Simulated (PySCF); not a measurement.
Below is a simulated gas-phase Si 2p photoelectron spectrum of `C[Si](C)(Br)Br` (SiBr2Me2).

Every computed line was given a Gaussian of 1.0 eV full width at half maximum and an area set by the number of equivalent atoms (split 2:1 within a doublet); the highest printed point is 100. The calculation used PySCF 2.14.0, delta-SCF UKS SCAN, pcX-2 on the ionised atom, pcseg-1 elsewhere, spin-free X2C.

| binding energy (eV) | intensity |
| --- | --- |
| 106.5 | 0 |
| 106.6 | 1 |
| 106.7 | 1 |
| 106.8 | 3 |
| 106.9 | 5 |
| 107.0 | 8 |
| 107.1 | 13 |
| 107.2 | 20 |
| 107.3 | 29 |
| 107.4 | 40 |
| 107.5 | 53 |
| 107.6 | 66 |
| 107.7 | 78 |
| 107.8 | 88 |
| 107.9 | 96 |
| 108.0 | 100 |
| 108.1 | 100 |
| 108.2 | 97 |
| 108.3 | 91 |
| 108.4 | 84 |
| 108.5 | 75 |
| 108.6 | 65 |
| 108.7 | 55 |
| 108.8 | 45 |
| 108.9 | 36 |
| 109.0 | 27 |
| 109.1 | 20 |
| 109.2 | 14 |
| 109.3 | 9 |
| 109.4 | 6 |
| 109.5 | 4 |
| 109.6 | 2 |
| 109.7 | 1 |
| 109.8 | 1 |
| 109.9 | 0 |
| 110.0 | 0 |

Q: Count the maxima, the lines and the sites behind this envelope.

A: The curve has 1 maximum (at 108.1 eV). Under it lie 2 lines from 1 inequivalent silicon site, drawn as a 2p3/2, 2p1/2 pair. At this width some lines have no maximum of their own.

Q: Decompose the envelope and assign each component. Bonds: Si1–Br2, Si1–Br3, Si1–C4, Si1–C8. Hydrogens: H5, H6, H7 on C4; H9, H10, H11 on C8.

A: 
| position (eV) | relative area | line | atoms | environment |
| --- | --- | --- | --- | --- |
| 107.92 | 0.67 | Si 2p3/2 | Si1 | silicon bonded to 2 Br and 2 C |
| 108.55 | 0.33 | Si 2p1/2 | Si1 | silicon bonded to 2 Br and 2 C |

Q: What are the centre and the root-mean-square width of the whole band?

A: The area-weighted mean of the lines is 108.13 eV. Their own spread about it is 0.30 eV (rms) and each Gaussian has σ = 1.0/2.355 = 0.42 eV; the variances add, which gives 0.52 eV.

No satellites, vibrations or lifetime broadening are included. Spin–orbit and ligand-field terms were added within each 2p shell after the spin-free SCF. 2p1/2 minus 2p3/2 (ligand field included): Si 0.63 eV. Isolated species at its PBE0-D3(BJ)/def2-SVP geometry, gas phase.
